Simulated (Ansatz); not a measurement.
**BH2I (SMILES [H]B([H])I): the energy, rung by rung**

BH2I: 4 atoms, total charge 0, spin state singlet. As SMILES, `[H]B([H])I`. Geometry: relaxed at GFN2-xTB.

| atom | x (Å) | y (Å) | z (Å) |
| --- | --- | --- | --- |
| B | 0.1203 | 0.2004 | 0.0092 |
| H | 1.2856 | 0.1646 | 0.0405 |
| H | -0.4568 | 1.2139 | 0.0077 |
| I | -0.9490 | -1.5789 | -0.0574 |

Each level gives the energy change with the B1–H3 bond stretched from 1.166 to 2.333 Å (eV). The values are calculated.

| level | kind | program | value (eV) | less FCI/STO-3G |
| --- | --- | --- | --- | --- |
| HF/STO-3G (restricted) | Hartree–Fock | Ansatz | 7.10 | +2.49 |
| SVWN5/STO-3G (restricted) | LDA | Ansatz | 5.35 | +0.74 |
| BLYP/STO-3G (restricted) | GGA | Ansatz | 4.99 | +0.38 |
| PBE0/STO-3G (restricted) | global hybrid | Ansatz | 5.73 | +1.12 |
| CAM-B3LYP/STO-3G (restricted) | range-separated hybrid | Ansatz | 5.87 | +1.26 |
| B2PLYP/STO-3G (restricted) | double hybrid | Ansatz | 5.61 | +1.00 |
| RPA@PBE/STO-3G (restricted) | RPA | Ansatz | 4.96 | +0.35 |
| CCSD(T)/STO-3G (restricted) | coupled cluster or CI | Ansatz | 4.62 | +0.01 |
| CCSDTQ/STO-3G (restricted) | coupled cluster or CI | Ansatz | 4.61 | 0.00 |
| FCI/STO-3G | exact in the basis | Ansatz | 4.61 | 0.00 |

FCI/STO-3G is exact within its basis and frozen core, so for wave-function methods in that basis the difference is their error; functionals converge differently with the basis, so for them it is only a difference. Spin-restricted single references rise too steeply as a bond breaks, Hartree–Fock most of all. Perturbation and coupled-cluster corrections on them can overshoot downwards. All-electron rows without a relativistic Hamiltonian named are non-relativistic. The first shape isn't each level's own minimum. The values span 4.61 to 7.10 eV. All rows use very small basis sets, so even the best lies far from the true value. In the correlated wave-function rows the outer d shell of I is correlated, in sets not made for it.
